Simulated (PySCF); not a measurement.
Calculation: PBE0-D3(BJ)/def2-TZVP (PySCF). All species are isolated molecules in the gas phase. One relaxed conformer stands for a flexible species; it need not be the lowest. Delta-SCF ions had no search for a lower state. 

Reference species (SMILES): `OB(O)O` (neutral, multiplicity 1).

```json
{
 "vertical ionisation energy (Delta-SCF)": "11.79 eV",
 "S1 oscillator strength": "0.001"
}
```

Changed species: `IB(I)I` (3 of 3 OH replaced by I; the reference has 0 of 3 OH replaced by I).

**Question.** Predict the effect on the vertical ionisation energy (Delta-SCF) and S1 oscillator strength.

**Answer.** the vertical ionisation energy (Delta-SCF) falls by 2.65 eV, to 9.14 eV; the S1 oscillator strength hardly moves.
